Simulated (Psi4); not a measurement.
sulfur dioxide (O2S), singlet, geometry from GFN2-xTB. Base run: MP2/6-31G** run with Psi4.

Psi4 was given this input:
```
memory 2 GB

molecule mol {
0 1
S     0.013936   -0.004006    0.377829
O    -0.033217    1.222429   -0.364198
O     0.005345   -1.214416   -0.391460
}

set {
  basis 6-31g**
  reference rhf
}

energy('mp2')
print_variables()
```

Variants of this job, named by their change:

```tsv
change	ΔE vs base (kcal/mol)	MP2 correlation (Eh)	basis functions
base	0.000	-0.52806	49
puream = off	-0.035	-0.52812	49
method = cepa(1)	-2.22	-0.52773	49
method = cisd	39.39	-0.52773	49
cc_type = df	0.000	-0.52806	49
puream = on	8.95	-0.51643	46
method = mp4	-16.56	-0.52773	49
method = scs-mp2	14.51	-0.52773	49
scf_type = pk; mp2_type = conv	-0.409	-0.52773	49
method = dlpno-mp2	0.173	-0.52779	49
```
